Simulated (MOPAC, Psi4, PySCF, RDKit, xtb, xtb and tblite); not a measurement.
Two geometries of C4H7N, SMILES C=C/C=C\N, relaxed at GFN2-xTB with one dihedral held; other torsions can differ between them too.

Structure A

```
12

C     -2.3156    -0.0901    -0.4259
C     -1.0446    -0.1244    -0.0257
C      0.0764     0.6459    -0.5113
C      0.0712     1.7535    -1.2728
N     -1.0265     2.4348    -1.7430
H     -2.6561     0.4783    -1.2734
H     -3.0578    -0.7125     0.0462
H     -0.7919    -0.7971     0.7872
H      1.0476     0.2583    -0.2369
H      1.0181     2.1813    -1.5782
H     -1.8805     2.2701    -1.2313
H     -0.8724     3.4003    -1.9869
```

Structure B

```
12

C     -2.2407     0.1172    -0.3992
C     -1.0031    -0.1476     0.0123
C      0.1614     0.5852    -0.4166
C      1.3706     0.5523     0.1666
N      1.7108    -0.1382     1.3076
H     -2.4411     0.9058    -1.1055
H     -3.0906    -0.4461    -0.0545
H     -0.8513    -0.9406     0.7355
H      0.0204     1.2580    -1.2496
H      2.1726     1.1626    -0.2269
H      1.0668    -0.8581     1.5955
H      2.6811    -0.3839     1.4141
```

### Question
Which is lower in energy at the level DF-MP2 (frozen core)/cc-pVTZ // GFN2-xTB (Psi4), and by how much?

### Answer
B is lower, by 0.44 kcal/mol (dihedral C1–C2–C3–C4: 15° in A, 165° in B).

E(B) − E(A) in kcal/mol at the other levels, on the same two geometries: GFN2-xTB (xtb and tblite) -1.82; MMFF94 // GFN2-xTB (RDKit) -4.82; PBE/def2-TZVP // GFN2-xTB (Psi4) -0.93; PBE-D3(BJ)/def2-TZVP // GFN2-xTB (Psi4) -0.66; wB97X-D/def2-TZVP // GFN2-xTB (Psi4) -0.57; HF/cc-pVTZ // GFN2-xTB (Psi4) -1.88; UFF // GFN2-xTB (RDKit) -9.40; AM1, restricted, heats of formation // GFN2-xTB (MOPAC) -1.37; PM6, restricted, heats of formation // GFN2-xTB (MOPAC) -0.68; GFN1-xTB // GFN2-xTB (xtb) -1.55; restricted B3LYP/6-31G*, spherical d // GFN2-xTB (PySCF) -0.95; restricted LDA (SVWN5)/6-31G*, spherical d // GFN2-xTB (PySCF) -0.19; restricted Hartree-Fock/3-21G // GFN2-xTB (PySCF) -1.50; restricted M06-2X/6-31G*, spherical d // GFN2-xTB (PySCF) -0.47.
